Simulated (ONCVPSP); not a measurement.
## u(r) = r·R(r): atom against pseudo-atom (Cr)

Columns: radius, all-electron u(r) and pseudo u(r) of the 3p shell (level -46.17 eV) of chromium in the configuration [Ne] 3s2 3p6 3d5 4s0.5 4p0.5; revPBE, scalar-relativistic, ONCV scheme, ONCVPSP 4.0.1.

```json
{"r (bohr)": "0.103", "all-electron": "-0.4761", "pseudo": "0.0520"}
{"r (bohr)": "0.205", "all-electron": "-0.4967", "pseudo": "0.1943"}
{"r (bohr)": "0.308", "all-electron": "-0.0993", "pseudo": "0.3982"}
{"r (bohr)": "0.410", "all-electron": "0.3605", "pseudo": "0.6187"}
{"r (bohr)": "0.513", "all-electron": "0.7284", "pseudo": "0.8195"}
{"r (bohr)": "0.615", "all-electron": "0.9599", "pseudo": "0.9678"}
{"r (bohr)": "0.718", "all-electron": "1.0724", "pseudo": "1.0526"}
{"r (bohr)": "0.820", "all-electron": "1.0938", "pseudo": "1.0734"}
{"r (bohr)": "0.923", "all-electron": "1.0555", "pseudo": "1.0424"}
{"r (bohr)": "1.025", "all-electron": "0.9823", "pseudo": "0.9758"}
{"r (bohr)": "1.128", "all-electron": "0.8906", "pseudo": "0.8880"}
{"r (bohr)": "1.230", "all-electron": "0.7938", "pseudo": "0.7929"}
{"r (bohr)": "1.332", "all-electron": "0.6982", "pseudo": "0.6979"}
{"r (bohr)": "1.435", "all-electron": "0.6071", "pseudo": "0.6070"}
{"r (bohr)": "1.538", "all-electron": "0.5237", "pseudo": "0.5237"}
{"r (bohr)": "1.640", "all-electron": "0.4497", "pseudo": "0.4497"}
{"r (bohr)": "1.743", "all-electron": "0.3837", "pseudo": "0.3837"}
{"r (bohr)": "1.845", "all-electron": "0.3267", "pseudo": "0.3267"}
{"r (bohr)": "1.948", "all-electron": "0.2768", "pseudo": "0.2768"}
{"r (bohr)": "2.050", "all-electron": "0.2343", "pseudo": "0.2343"}
{"r (bohr)": "2.153", "all-electron": "0.1976", "pseudo": "0.1976"}
{"r (bohr)": "2.255", "all-electron": "0.1667", "pseudo": "0.1667"}
{"r (bohr)": "2.358", "all-electron": "0.1401", "pseudo": "0.1401"}
{"r (bohr)": "2.460", "all-electron": "0.1178", "pseudo": "0.1178"}
{"r (bohr)": "2.562", "all-electron": "0.0990", "pseudo": "0.0990"}
{"r (bohr)": "2.665", "all-electron": "0.0829", "pseudo": "0.0829"}
```

Question: How many radial nodes do the two functions have?

Answer: The all-electron 3p function has n − l − 1 = 1; the pseudo-wave has 0, since the states of the same l below it are removed with the core.

Question: At about which radius was the pseudo-wave matched?

Answer: 1.55 bohr. The columns agree to 0.0005 from 1.33 bohr on; several derivatives are matched, so the curves merge somewhat inside the radius.

Question: Where does each function peak?

Answer: Outermost all-electron maximum near 0.82 bohr, pseudo maximum near 0.82 bohr (to the table’s step).

Question: Is the pseudo-wave norm-conserving?

Answer: Yes: the ONCV scheme keeps the norm inside the radius equal to the all-electron one, which fixes the energy derivative of the logarithmic derivative at the level.
